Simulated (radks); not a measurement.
Question: The table gives one normalised radial function P(r) = r R(r) (large component) of Tl in [Hg] 6p1 (r in bohr). All-electron calculation, Dirac Kohn-Sham, PBE, spin-unpolarised, spherical densities, point nucleus; open shells fill j = l - 1/2 first. Program: a radial shooting solver on a logarithmic mesh with Libxc functionals.

r,P
0.003581,0.0002
0.004931,0.0006
0.006791,0.0014
0.009352,0.0032
0.01288,0.0076
0.01774,0.0171
0.02442,0.0368
0.03363,0.0743
0.04632,0.1372
0.06379,0.2228
0.08784,0.2996
0.12,0.2940
0.1653,0.1219
0.2276,-0.2002
0.3134,-0.4488
0.4316,-0.3308
0.5944,0.1727
0.8186,0.7180
1.127,0.9345
1.552,0.7769
2.138,0.4687
2.921,0.2152
4.022,0.0693
5.539,0.0145
7.628,0.0017
10.5,0.0001
14.47,0.0000

Which n and l does it have? It may be an empty orbital.

Answer: n = 5, l = 2: the number of nodes gives n - l - 1 = 2, the rise at small r points to l (this Dirac orbital starts as r^gamma with gamma = sqrt((l + 1)^2 - (Z/c)^2) = 2.94; the j = 5/2 orbital of l + 1 starts with the same power, but with a smaller coefficient, and then steepens), and the extent must fit the shell. The curve is that of 5d5/2; the two j differ most near the nucleus, where j = l - 1/2 has the larger amplitude, and in heavy atoms j = l - 1/2 is also the more compact. 5d5/2: eigenvalue -14.059 eV, 2 radial nodes at r = 0.188, 0.541 bohr, <r> = 1.42 bohr, 90 % of the charge inside 2.19 bohr.
